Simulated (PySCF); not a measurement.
CH₆O₃Sn, SMILES [OH][Sn]([CH3])([OH])[OH]. Atoms are numbered in the order given.

```xyz
11

C      0.0000     0.0000    -2.1642
Sn     0.0000     0.0000    -0.0268
O     -1.8305     0.1957     0.7372
O      1.0847     1.4874     0.7372
O      0.7458    -1.6831     0.7372
H     -0.9638     0.3919    -2.5153
H      0.8213     0.6387    -2.5153
H      0.1425    -1.0306    -2.5153
H     -1.9957    -0.4972     1.3933
H      0.5673     1.9769     1.3933
H      1.4284    -1.4797     1.3933
```
Charge 0, spin multiplicity 1.

Coordinates come from a B3LYP-D3(BJ)/def2-SVP optimisation. The structure was generated by enumeration; whether it is a known compound was not checked. The def2 effective core potentials stand for the cores of Sn; spin–orbit coupling is left out. The values are those of a single conformer.

The numbers are results of PySCF with PBE/def2-TZVP, not measurements.

Gas-phase values at a fixed geometry.

Estimate the frontier levels, gap, dipole moment and polarisability. (Estimate from the structure and the level; the computed values follow.)


highest occupied level: -6.77 eV
lowest empty level: -1.96 eV
orbital gap: 4.81 eV
dipole moment: 0.46 D
quadrupole, principal values (traceless, Buckingham form, about the centre of nuclear charge): -5.43, -5.43, 10.86 D·Å
mean static polarisability: 63.1 bohr³ (9.35 Å³)
polarisability, principal values: 59.3, 59.3, 70.6 bohr³
